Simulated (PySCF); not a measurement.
# Which determinant of RbP⁺ lies lowest?

Unrestricted PBE0; Rb def2-SVPD with ECP28, P def2-SVPD; scalar-relativistic core potentials (PySCF 2.14). Outer shells of the fragments: Rb+ closed shells only; P 3s2 3p3.

Followed along the bond (rough minima from three points):

```
2Ms+1   unpaired  ⟨S²⟩ at the start  R at minimum (Å)  Te (eV)
    4  σ ↑, π ↑↑               3.75              3.74     0.00
    2  σ ↓, π ↑↑               1.77              3.74     0.69
    2  σ ↑, π ↑↓               1.77              3.74     0.71
```

Solutions found at the starting distance of 3.225 Å, counted from the lowest of them; the search is not exhaustive and high or unbound solutions are not listed, so other states can lie among these:

```tsv
2Ms+1	unpaired	term	E (eV)	⟨S²⟩	⟨Lz²⟩	μ (D)
4	σ ↑, π ↑↑	⁴Σ⁻	0.00	3.75	0.00	-2.59
2	σ ↓, π ↑↑	mixed	0.70	1.77	0.00	-2.57
2	σ ↑, π ↑↓	mixed	0.71	1.77	2.02	-2.57
2	π ↑	²Π	1.66	0.75	1.01	-2.14
2	σ ↑	mixed	1.97	0.75	2.00	-2.49
2	π ↑	²Π	2.24	0.75	1.01	-2.77
4	σ ↑↑, π ↑	⁴Π	6.97	3.75	1.01	6.27
4	π ↑↑↑	⁴Π	8.47	3.76	1.00	2.95
4	π ↑↑, δ ↑	⁴Δ	9.37	3.76	4.00	3.12
```

A term symbol is given only where ⟨S²⟩ and ⟨Lz²⟩ are close to those of a pure state; real π, δ and φ orbitals otherwise mix terms. A positive dipole points towards P; it is taken about the centre of mass and depends on that origin.

Spin–orbit coupling is left out.
